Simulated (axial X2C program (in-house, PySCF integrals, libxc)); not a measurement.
## MoCN: the levels of the configuration d5 s0 p(π)0

Calculated with an in-house all-electron X2C program for linear molecules (integrals from PySCF): two-component X2C with atomic mean-field Coulomb and Gaunt terms, basis Mo dyall-v3z, C dyall-v3z, N dyall-av3z (cores contracted in-house). Orbitals come from Hartree–Fock averaged over the configuration Mo d5 s0 p(π)0; CI then distributes these electrons over the d, s, p(π) shells of Mo.

Mo–C–N held linear, bonds 2.177 and 1.160 Å (the second held) (near the minimum of the configuration average).

Active spinors (ω > 0):

```tsv
shell	ω	ε (eV)	character
d	1/2	-3.37	93% Mo d
d	3/2	-3.33	97% Mo d
d	3/2	-3.18	98% Mo d
d	5/2	-3.10	100% Mo d
d	1/2	-3.09	62% Mo d, 29% Mo s, 3% C p
s	1/2	1.68	55% Mo s, 36% Mo p, 5% Mo d
p(π)	1/2	0.62	95% Mo p
p(π)	3/2	0.64	95% Mo p
```

Lowest levels of this model:

```csv
Ω,energy (cm⁻¹),g∥,μ (D),configuration
1/2,0,2.00,-8.75,100% d5
3/2,6,6.00,-8.75,100% d5
5/2,17,10.01,-8.75,100% d5
1/2,17107,2.02,-8.78,100% d5
3/2,17171,5.95,-8.79,100% d5
1/2,17628,3.55,-8.67,100% d5
1/2,17697,0.39,-8.68,100% d5
3/2,17734,3.99,-8.67,100% d5
5/2,17780,7.95,-8.66,100% d5
3/2,18015,2.08,-8.73,100% d5
5/2,18093,6.06,-8.72,100% d5
7/2,18186,10.00,-8.72,100% d5
5/2,19605,4.01,-8.75,100% d5
7/2,19651,8.00,-8.74,100% d5
9/2,19701,12.00,-8.74,100% d5
7/2,20427,9.99,-8.73,100% d5
7/2,20984,6.01,-8.75,100% d5
9/2,21002,10.00,-8.75,100% d5
11/2,21018,14.00,-8.75,100% d5
```

g∥ is the magnitude of 2⟨Lz + ge Sz⟩ for the +Ω component. μ is positive if the N end is positive.

Problem. From Ω and g∥ of the lowest level, whose 2⟨Lz + ge Sz⟩ is positive, find ⟨Sz⟩ and ⟨Lz⟩ (ge = 2.0023).

Solution. Ω = ⟨Lz⟩ + ⟨Sz⟩ = 1/2 and ⟨Lz⟩ + ge⟨Sz⟩ = 1.000, so ⟨Sz⟩ = 0.50 and ⟨Lz⟩ = 0.00.

Occupations of the active spinors in the lowest level by ω, shell by shell in order of energy: -5/2: 0.37; -3/2: 0.48 0.53 0.00; -1/2: 0.61 0.41 0.00 0.00; 1/2: 0.43 0.59 0.00 0.00; 3/2: 0.54 0.47 0.00; 5/2: 0.57. The leading determinant has weight 0.10 among 649.

This point took 2.5 s on 1 thread of Arm Neoverse V2, with other jobs on the host.

There is no dynamic correlation: spin–orbit spacings and, for f shells, spacings inside one term are the most reliable numbers, splittings between terms come out too wide, and energies between configurations are not reliable, so the lowest level need not be the ground state of the molecule. For d shells the ligand-field splittings (σ, π, δ) and their order can be off by a thousand cm⁻¹ or more. At most 4 roots were kept for each Ω > 0 (twice that for Ω = 0) within 3.2 eV of the lowest, so higher up levels can be missing between those listed; levels with Ω > 0 are doubly degenerate and listed once, Ω = 0 levels singly. Some active spinors are only partly of the character that their shell is named for, so the shell names and counts are nominal. States that fill the shells left empty in the average are placed too high. The molecule was held linear; bending was not examined.
